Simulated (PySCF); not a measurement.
A calculated (LDA, PySCF 2.14, cc-pVTZ-DK, scalar relativity by spin-free X2C-1e) atom or ion has these occupied shells.

| shell | electrons | orbital energy (eV) | rms radius, mean of both spins (bohr) |
| --- | --- | --- | --- |
| 1s α | 1 | -554.01 | 0.233 |
| 1s β | 1 | -552.01 | 0.233 |
| 2s α | 1 | -59.542 | 1.14 |
| 2s β | 1 | -55.268 | 1.14 |
| 2p α | 2 | -44.947 | 1.10 |

Problem. Name the element and its charge.

Solution. O²⁺ (oxygen, charge +2), in [He] 2s2 2p2, high-spin 3P determinant.
